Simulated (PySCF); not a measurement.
disilinane (C4H12Si2), SMILES C1CC[SiH2][SiH2]C1. Atoms are numbered in the order given.

```xyz
18

C      0.2310    -0.7347    -1.7157
C     -0.2310     0.7347    -1.7157
C      0.3638     1.6283    -0.6058
Si    -0.1780     1.1544     1.1585
Si     0.1780    -1.1544     1.1585
C     -0.3638    -1.6283    -0.6058
H      1.3354    -0.7636    -1.6661
H     -0.0367    -1.1722    -2.6927
H      0.0367     1.1722    -2.6927
H     -1.3354     0.7636    -1.6661
H      1.4677     1.5843    -0.6502
H      0.0928     2.6824    -0.7913
H      0.5760     1.9326     2.1835
H     -1.6329     1.4515     1.3267
H     -0.5760    -1.9326     2.1835
H      1.6329    -1.4515     1.3267
H     -1.4677    -1.5843    -0.6502
H     -0.0928    -2.6824    -0.7913
```

Geometry: TPSSh-D3(BJ)/def2-SVP. Other conformers were not sampled.

Two levels are set side by side: PBE/pcSseg-1 (PySCF) and B3LYP/pcSseg-1 (PySCF). GIAO shifts against TMS (²⁹Si), TMS (¹H), TMS (¹³C) at the same level; non-relativistic, no solvent, atoms listed together averaged. Differences are taken from unrounded values.

| quantity | B3LYP |
|---|---|
| δ(¹³C) of C1, C2 (ppm) | 33.3 |
| δ(¹³C) of C3, C6 (ppm) | 14.1 |
| δ(²⁹Si) of Si4, Si5 (ppm) | -71.5 |
| δ(¹H) of H13, H14, H15, H16 (ppm) | 4.01 |

What does PBE give, and how far is it from B3LYP? (The exact figures need the calculation; the answer reports its results.)


```csv
quantity,PBE,PBE minus B3LYP
"δ(¹³C) of C1, C2 (ppm)",33.9,0.6
"δ(¹³C) of C3, C6 (ppm)",14.2,0.2
"δ(²⁹Si) of Si4, Si5 (ppm)",-77.1,-5.6
"δ(¹H) of H13, H14, H15, H16 (ppm)",4.20,0.19
```

Rough cost on one machine, each run with all the roots and properties that it gave: B3LYP against PBE within a factor of 2.
